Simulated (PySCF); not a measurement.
Members of one series of related molecules.

All values: PBE0/pcSseg-1 (PySCF) at GFN2-xTB geometries, gas phase, one conformer each.

Question: Rank by dipole moment, lowest first.
A. `[CH2:1]=[CH:2][Si@H:3]([SiH2:4][CH3:5])[CH:6]1[CH2:7][CH2:8]1` with C1–C2–Si3–Si4 101°, C2–Si3–Si4–C5 87°, C2–Si3–C6–C7 164°
B. `[CH:1]#[C:2][Si@@H:3]([O:4][CH:5]1[CH2:6][CH2:7]1)[SiH2:8][CH3:9]` with C2–Si3–O4–C5 -53°, Si3–O4–C5–C6 83°, C2–Si3–Si8–C9 -45°
C. `[CH:1]#[C:2][Si@H:3]([SiH2:4][CH3:5])[C:6]1([Cl:7])[CH2:8][CH2:9]1` with C2–Si3–Si4–C5 26°, C2–Si3–C6–Cl7 179°
D. `[CH:1]#[C:2][Si@@H:3]([SiH2:4][CH3:5])[SiH:6]1[CH2:7][CH2:8]1` with C2–Si3–Si4–C5 51°, C2–Si3–Si6–C7 -170°

Answer: A (0.23 D), D (0.88 D), B (1.29 D), C (2.38 D).

All values together:

```csv
SMILES,change,formula,μ (D),HOMO (eV),LUMO (eV),lowest IAO charge (e),highest IAO charge (e),lowest Hirshfeld charge (e),highest Hirshfeld charge (e)
C#C[Si@@H]([SiH2]C)C1CC1,parent,C6H12Si2,0.88,-7.72,-0.31,-0.696 (C),+0.627 (Si),-0.209 (C),+0.291 (Si)
C=C[Si@H]([SiH2]C)C1CC1,H2 added to a C-C multiple bond,C6H14Si2,0.23,-7.47,-0.43,-0.696 (C),+0.615 (Si),-0.211 (C),+0.273 (Si)
C#C[Si@@H]([SiH2]C)C1CCC1,CH2 inserted into a C-C bond,C7H14Si2,0.27,-7.46,-0.27,-0.701 (C),+0.603 (Si),-0.211 (C),+0.283 (Si)
C#C[Si@@H]([SiH2]CCl)C1CC1,H on C replaced by Cl,C6H11ClSi2,1.34,-7.76,-0.44,-0.513 (C),+0.636 (Si),-0.148 (C),+0.289 (Si)
C#C[Si@H]([SiH2]C)C1(Cl)CC1,H on C replaced by Cl,C6H11ClSi2,2.38,-7.70,-0.65,-0.701 (C),+0.622 (Si),-0.211 (C),+0.279 (Si)
C#C[Si@@H]([SiH2]C)[C@@H]1C[C@@H]1C,H on C replaced by CH3,C7H14Si2,0.75,-7.60,-0.30,-0.695 (C),+0.614 (Si),-0.209 (C),+0.289 (Si)
C#C[Si@@H](OC1CC1)[SiH2]C,O inserted into a Si-C bond,C6H12OSi2,1.29,-7.57,-0.55,-0.696 (C),+0.868 (Si),-0.213 (O),+0.346 (Si)
C#C[Si@@H]([SiH2]C)[SiH]1CC1,C replaced by Si,C5H12Si3,0.88,-6.84,-0.73,-0.700 (C),+0.493 (Si),-0.208 (C),+0.266 (Si)
C#C[Si@H]([SiH2]C)C1C=C1,C-C bond made double,C6H10Si2,1.32,-6.88,-0.63,-0.697 (C),+0.604 (Si),-0.210 (C),+0.273 (Si)
```

Conformers: `[CH:1]#[C:2][Si@@H:3]([SiH2:4][CH3:5])[CH:6]1[CH2:7][CH2:8]1` with C2–Si3–Si4–C5 26°, C2–Si3–C6–C7 -167°; `[CH2:1]=[CH:2][Si@H:3]([SiH2:4][CH3:5])[CH:6]1[CH2:7][CH2:8]1` with C1–C2–Si3–Si4 101°, C2–Si3–Si4–C5 87°, C2–Si3–C6–C7 164°; `[CH:1]#[C:2][Si@@H:3]([SiH2:4][CH3:5])[CH:6]1[CH2:7][CH2:8][CH2:9]1` with C2–Si3–Si4–C5 -59°, C2–Si3–C6–C7 -64°, Si3–C6–C7–C8 132°, C6–C7–C8–C9 -11°, C7–C8–C9–C6 11°, Si3–C6–C9–C8 -131°; `[CH:1]#[C:2][Si@@H:3]([SiH2:4][CH2:5][Cl:6])[CH:7]1[CH2:8][CH2:9]1` with C2–Si3–Si4–C5 -154°, Si3–Si4–C5–Cl6 -55°, C2–Si3–C7–C8 31°; `[CH:1]#[C:2][Si@H:3]([SiH2:4][CH3:5])[C:6]1([Cl:7])[CH2:8][CH2:9]1` with C2–Si3–Si4–C5 26°, C2–Si3–C6–Cl7 179°; `[CH:1]#[C:2][Si@@H:3]([SiH2:4][CH3:5])[C@@H:6]1[CH2:7][C@@H:8]1[CH3:9]` with C2–Si3–Si4–C5 10°, C2–Si3–C6–C7 -117°; `[CH:1]#[C:2][Si@@H:3]([O:4][CH:5]1[CH2:6][CH2:7]1)[SiH2:8][CH3:9]` with C2–Si3–O4–C5 -53°, Si3–O4–C5–C6 83°, C2–Si3–Si8–C9 -45°; `[CH:1]#[C:2][Si@@H:3]([SiH2:4][CH3:5])[SiH:6]1[CH2:7][CH2:8]1` with C2–Si3–Si4–C5 51°, C2–Si3–Si6–C7 -170°; `[CH:1]#[C:2][Si@H:3]([SiH2:4][CH3:5])[CH:6]1[CH:7]=[CH:8]1` with C2–Si3–Si4–C5 -28°, C2–Si3–C6–C7 100°.

Question: Give the shifts from the parent, `C#C[Si@@H]([SiH2]C)C1CC1`.

Answer: 
```tsv
SMILES	change in μ (D)	change in HOMO (eV)	change in LUMO (eV)
C=C[Si@H]([SiH2]C)C1CC1	-0.65	+0.25	-0.12
C#C[Si@@H]([SiH2]C)C1CCC1	-0.61	+0.26	+0.04
C#C[Si@@H]([SiH2]CCl)C1CC1	+0.46	-0.04	-0.13
C#C[Si@H]([SiH2]C)C1(Cl)CC1	+1.50	+0.02	-0.34
C#C[Si@@H]([SiH2]C)[C@@H]1C[C@@H]1C	-0.13	+0.12	+0.01
C#C[Si@@H](OC1CC1)[SiH2]C	+0.41	+0.15	-0.24
C#C[Si@@H]([SiH2]C)[SiH]1CC1	0.00	+0.88	-0.42
C#C[Si@H]([SiH2]C)C1C=C1	+0.44	+0.84	-0.32
```
